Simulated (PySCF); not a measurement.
# Stationary points of [TlCl2]-

All numbers come from PBE0/[Tl def2-TZVPD with ECP60, Cl def2-TZVPD], scalar-relativistic core potentials, density fitting, no spin–orbit coupling, PySCF.

Relaxations began from a few typed shapes. The search is not exhaustive: other isomers or separated fragments can lie lower, and high-lying points may rest on an excited occupation.

Task: Which is the lowest minimum found?
A. singlet D∞h: Tl–Cl 2.864 Å (×2); Cl–Tl–Cl 180.0°
B. singlet C2v: Tl–Cl 2.680 Å (×2); Cl–Tl–Cl 105.3°

Result: B. The others lie at 36.5 (singlet D∞h, a saddle point) kJ/mol above it.

Counting electrons, thallium keeps 2 of its valence electrons outside its bonds, so the VSEPR class is AX2E1 and the expected shape is bent (C2v), as computed.

For the lowest minimum: the lowest empty level of this anion is unbound, so it and the gap depend on the basis. No spin–orbit coupling is included, which matters more the heavier the element.
